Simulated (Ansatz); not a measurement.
Steps of a relaxation of `[CH3][Mo]([NH2])(=[S])=[S]` with RKS PBE-D4/def2-SVP.

```sh
$ ansatz run in.yaml --threads 4 --pin off --events-out ev --progress --plain --max-ram 10444MiB
```

```yaml
crystal:
  periodic: [false, false, false]
  atoms:
    - {symbol: C, position_ang: [-1.409100, -0.637100, 0.028700]}
    - {symbol: Mo, position_ang: [0.327000, 0.559400, -0.595300]}
    - {symbol: N, position_ang: [1.879200, 0.182700, 0.755000]}
    - {symbol: S, position_ang: [0.974700, 0.002300, -2.486700]}
    - {symbol: S, position_ang: [-0.111900, 2.560100, -0.604000]}
    - {symbol: H, position_ang: [-1.764200, -0.268100, 1.036100]}
    - {symbol: H, position_ang: [-1.189400, -1.672700, 0.017300]}
    - {symbol: H, position_ang: [-2.246700, -0.377300, -0.701400]}
    - {symbol: H, position_ang: [1.559300, 0.450600, 1.759500]}
    - {symbol: H, position_ang: [2.064200, -0.851000, 0.793700]}
basis:
  gaussian: {orbitals: def2-SVP}
hamiltonian: {xc: pbe, dispersion: d4}
relax: {f_tol: 0.03, max_steps: 200}
```

Positions (Å) and forces (eV/Å) along the path, 8 of 8 steps:

```xyz
10
step=1 energy=-26117.7811 eV
C    -1.409   -0.637    0.029   -0.685    3.170   -0.557
Mo    0.327    0.559   -0.595    1.619   -2.811    3.178
N     1.879    0.183    0.755   -2.642   -0.116    0.564
S     0.975    0.002   -2.487    0.276   -0.616   -1.362
S    -0.112    2.560   -0.604   -0.753    2.305    0.146
H    -1.764   -0.268    1.036    0.337   -0.289   -0.460
H    -1.189   -1.673    0.017    0.337   -1.754   -0.035
H    -2.247   -0.377   -0.701    0.613   -0.411    0.487
H     1.559    0.451    1.760    0.728   -0.190   -1.742
H     2.064   -0.851    0.794    0.170    0.711   -0.219
10
step=2 energy=-26118.3617 eV
C    -1.410   -0.560   -0.047   -0.240    0.652    0.151
Mo    0.362    0.480   -0.505   -0.319    1.584   -1.174
N     1.785    0.168    0.757   -0.350   -1.384    1.727
S     0.918   -0.183   -2.480   -0.173    0.187    0.727
S    -0.241    2.580   -0.462    0.407   -1.296   -0.018
H    -1.716   -0.212    0.970    0.028   -0.192   -0.101
H    -1.168   -1.627   -0.051   -0.023   -0.577    0.062
H    -2.267   -0.359   -0.741    0.438   -0.042    0.120
H     1.645    0.477    1.765    0.319   -0.018   -1.231
H     2.177   -0.816    0.798   -0.086    1.086   -0.264
10
step=3 energy=-26118.5927 eV
C    -1.401   -0.560   -0.033   -0.200    0.032    0.097
Mo    0.337    0.507   -0.521    0.271    0.568   -0.274
N     1.689    0.106    0.787    0.105   -0.934    1.251
S     0.900   -0.189   -2.465   -0.083    0.090    0.232
S    -0.242    2.577   -0.467    0.136   -0.488   -0.020
H    -1.750   -0.241    0.975    0.033   -0.070   -0.075
H    -1.205   -1.653   -0.048   -0.014    0.011    0.005
H    -2.198   -0.318   -0.772    0.107   -0.051    0.057
H     1.712    0.515    1.759    0.058   -0.168   -1.071
H     2.242   -0.794    0.788   -0.414    1.010   -0.202
10
step=4 energy=-26118.6933 eV
C    -1.444   -0.562   -0.042    0.255    0.170   -0.106
Mo    0.335    0.486   -0.497   -0.143   -0.224    0.236
N     1.570   -0.020    0.886    0.007    0.204   -0.295
S     0.933   -0.219   -2.417   -0.004    0.081   -0.025
S    -0.186    2.551   -0.400    0.023    0.003   -0.080
H    -1.777   -0.247    0.966   -0.076   -0.009    0.035
H    -1.219   -1.646   -0.058   -0.049   -0.060   -0.003
H    -2.214   -0.315   -0.798   -0.081   -0.036    0.009
H     1.764    0.622    1.671    0.153   -0.326   -0.083
H     2.322   -0.701    0.693   -0.084    0.198    0.311
10
step=5 energy=-26118.6948 eV
C    -1.480   -0.565   -0.062    0.086   -0.083    0.163
Mo    0.320    0.453   -0.450   -0.067    0.431   -0.620
N     1.640    0.026    0.863   -0.266   -0.039    0.156
S     0.930   -0.190   -2.393   -0.071    0.012    0.171
S    -0.186    2.528   -0.404    0.047   -0.196    0.026
H    -1.850   -0.264    0.940   -0.036   -0.011    0.035
H    -1.283   -1.657   -0.077   -0.026   -0.042    0.003
H    -2.248   -0.321   -0.822    0.027    0.033   -0.042
H     1.884    0.626    1.649   -0.020    0.307    0.304
H     2.355   -0.687    0.760    0.326   -0.412   -0.195
10
step=6 energy=-26118.7185 eV
C    -1.447   -0.561   -0.045   -0.020   -0.001   -0.013
Mo    0.329    0.479   -0.486   -0.009   -0.012    0.003
N     1.600    0.007    0.870    0.019    0.019   -0.025
S     0.924   -0.200   -2.416   -0.007    0.021   -0.003
S    -0.182    2.546   -0.419   -0.005   -0.001   -0.020
H    -1.817   -0.263    0.957    0.007    0.019    0.035
H    -1.254   -1.653   -0.064    0.024   -0.026    0.000
H    -2.219   -0.318   -0.802   -0.015    0.010   -0.024
H     1.810    0.604    1.678    0.002   -0.005    0.027
H     2.339   -0.692    0.730    0.005   -0.024    0.019
10
step=7 energy=-26118.7179 eV rejected
C    -1.437   -0.560   -0.042   -0.018    0.004   -0.010
Mo    0.330    0.490   -0.499    0.071    0.007    0.038
N     1.607    0.020    0.856   -0.010   -0.077    0.054
S     0.917   -0.184   -2.432   -0.007   -0.005   -0.007
S    -0.192    2.554   -0.440   -0.007   -0.003    0.000
H    -1.794   -0.257    0.965    0.001   -0.002   -0.006
H    -1.230   -1.651   -0.057   -0.003    0.005    0.001
H    -2.219   -0.325   -0.793    0.009   -0.006    0.010
H     1.790    0.584    1.696    0.008   -0.018   -0.072
H     2.312   -0.722    0.750   -0.045    0.094   -0.007
10
step=8 energy=-26118.7194 eV
C    -1.444   -0.561   -0.044    0.004    0.003   -0.001
Mo    0.331    0.483   -0.490   -0.007    0.002   -0.006
N     1.603    0.010    0.866   -0.001   -0.001    0.001
S     0.917   -0.191   -2.424    0.000    0.003    0.002
S    -0.191    2.547   -0.431    0.002   -0.002   -0.001
H    -1.807   -0.257    0.960    0.001    0.002    0.002
H    -1.243   -1.652   -0.060    0.002   -0.001    0.000
H    -2.218   -0.320   -0.801   -0.006   -0.002   -0.001
H     1.805    0.594    1.686    0.000    0.003    0.005
H     2.330   -0.704    0.740    0.004   -0.005    0.000
```

It took 26 s on 4 threads of an Arm Neoverse N1 on a shared host, with 0.19 GiB of host memory at the peak.
